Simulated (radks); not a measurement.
Q: The mean radii <r> (bohr) of the occupied orbitals of an atom or ion are listed with their occupations. Method: Dirac Kohn-Sham, relativistic LDA (MacDonald-Vosko exchange, VWN5 correlation), spin-unpolarised, spherical densities, finite nucleus; Fermi nuclear charge, rms radius of each element as measured or else 0.836 A^(1/3) + 0.57 fm; computed with a radial shooting solver on a logarithmic mesh with Libxc functionals.

| orbital | occ. | <r> |
|---|---|---|
| 1s1/2 | 2 | 0.1117 |
| 2s1/2 | 2 | 0.5665 |
| 2p1/2 | 2 | 0.5301 |
| 2p3/2 | 4 | 0.5322 |

Name the element and its charge. Open shells, if any, fill j = l - 1/2 first.

A: Z = 14, silicon, charge +4: Si4+ in [Ne]. The 1s radius gives Z: for a bare nucleus <r> = (2 gamma + 1)/(2Z) with gamma = sqrt(1 - (Z/c)^2), 0.1068 bohr for Z = 14, and screening makes it slightly larger (0.1117 here). The occupations add up to 10, and the charge is Z minus that.
